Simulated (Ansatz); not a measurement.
Reaction (ligand exchange at the In–Cl bond): `[NH2][In]([NH2])[Cl]` + NH₃ → `[NH2][In]([NH2])[NH2]` + HCl

Isolated molecules relaxed with PBE0-D4/def2-TZVP in Ansatz; ΔE leaves out vibrations. CBS: MP2 limit from def2 TZ/QZ plus the TZ coupled-cluster correction, frozen cores. This one scheme is used for every species. Functionals use def2-TZVPP. Elements past krypton have def2 core potentials. For In outer-core shells are correlated without core-valence functions, which leaves a few kJ/mol of doubt a bond. One conformer a species, not always the lowest.

| species | B2PLYP energy (Eh) |
| --- | --- |
| `[NH2][In]([NH2])[Cl]` | -761.95350 |
| NH₃ | -56.53655 |
| `[NH2][In]([NH2])[NH2]` | -357.75575 |
| HCl | -460.68739 |

(1) Work out ΔE.

Largest T1 diagnostic among the species: 0.014.

## Answers

(1) ΔE = (-357.75575) + (-460.68739) − (-761.95350) − (-56.53655) = 0.04691 Eh = +29.4 kcal/mol. CCSD(T)/CBS gives +28.3 kcal/mol.

Leaving LDA and LC-ωPBE aside and taking each functional with its dispersion term where it has one, the values, not all of them listed here, spread over 3.0 kcal/mol, from BLYP-D4 to B97M-V. LDA lies −1.6 kcal/mol from PBE without D4. From PBE to PBE0 (25 % exact exchange), in def2-TZVPP and without D4, ΔE moves by +1.2 kcal/mol. In def2-TZVPP, CCSD(T) changes the Hartree–Fock value by −5.7 kcal/mol (the triples alone add −0.4 kcal/mol) and MP2 by −5.5 kcal/mol.
